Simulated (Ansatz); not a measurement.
FK, charge +1, doublet, at the geometry of the source list (a state made from the parent by changing its charge; the spin is typed, not shown lowest); Ansatz (a program for electronic structure) with B97M-V/def2-SVPD.

The Ansatz input:
Ansatz 0.2 input:
```yaml
crystal:
  periodic: [false, false, false]
  atoms:
    - {symbol: K, position_ang: [-0.53980000, -0.44520000, -0.72920000]}
    - {symbol: F, position_ang: [0.53980000, 0.44520000, 0.72920000]}
basis:
  gaussian:
    orbitals: def2-SVPD
hamiltonian:
  xc: {name: B97M-V}
total_charge: 1
magnetization: {spin_polarized: true, initial_magnetization: 1}
accuracy: high
```

What the program printed (banner, timings and long lists left out):

```
Functional definition: B97M-V
877 factors; integrals over basis functions are off by at most 3.4e-9 eV
mean field evaluation 1: about -18988.5508 eV, gradient 8.3e1 eV
mean field evaluation 2: about -18687.1197 eV, gradient 1.3e2 eV
mean field evaluation 4: about -19022.5612 eV, gradient 1.7e1 eV
mean field evaluation 8: about -19023.5912 eV, gradient 9.5e-2 eV
mean field evaluation 16: about -19023.5917 eV, gradient 9.9e-7 eV
mean field -19023.59168544 eV, -699.1040997862 hartree, gradient 6.2e-9 eV, S^2 0.752455; 1 other end points of the search recorded, 0 dependent functions left out
reference -19023.59169633 eV, -699.1041001866 hartree; 14, 13 occupied and 36, 37 virtual orbitals, 877 factors
Total energy: -19023.59169633 eV, -699.1041001866 hartree
```
